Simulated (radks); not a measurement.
The numbers below are computed, except where a source is named.
Question: The table gives one normalised radial function P(r) = r R(r) of Zn4+ in [Ar] 3d7 4p1 (r in bohr). Level of theory: scalar-relativistic Kohn-Sham, BLYP, spin-unpolarised, spherical densities, point nucleus (a radial shooting solver on a logarithmic mesh with Libxc functionals).

r              P
0.00323    0.1238
0.003672   0.1384
0.004207   0.1554
0.004781   0.1729
0.005477   0.1931
0.006225   0.2136
0.007075   0.2355
0.008106   0.2600
0.009213   0.2841
0.01056    0.3103
0.012      0.3349
0.01363    0.3588
0.01562    0.3823
0.01775    0.4014
0.02034    0.4169
0.02312    0.4249
0.02628    0.4247
0.0301     0.4129
0.03421    0.3883
0.0392     0.3453
0.04455    0.2867
0.05063    0.2092
0.05801    0.1054
0.06593   -0.0110
0.07554   -0.1511
0.08585   -0.2921
0.09758   -0.4333
0.1118    -0.5704
0.1271    -0.6723
0.1444    -0.7321
0.1654    -0.7326
0.188     -0.6607
0.2154    -0.5003
0.2448    -0.2726
0.2783     0.0161
0.3188     0.3632
0.3624     0.6934
0.4151     1.0060
0.4718     1.2273
0.5363     1.3517
0.6144     1.3659
0.6983     1.2762
0.8        1.0974
0.9093     0.8843
1.033      0.6619
1.184      0.4466
1.346      0.2827
1.542      0.1571
1.752      0.0813
1.991      0.0375
2.282      0.0142
2.593      0.0049
2.971      0.0013
3.377      0.0003
3.838      0.0001
4.397      0.0000
4.997      0.0000
5.725      0.0000
6.507      0.0000

Which n and l does it have? It may be an empty orbital.

Answer: n = 3, l = 0: the number of nodes gives n - l - 1 = 2, the rise at small r (about r^(l+1)) gives l, and the extent must fit the shell. The curve is that of 3s. 3s: eigenvalue -206.02 eV, 2 radial nodes at r = 0.0652, 0.276 bohr, <r> = 0.666 bohr, 90 % of the charge inside 0.993 bohr.
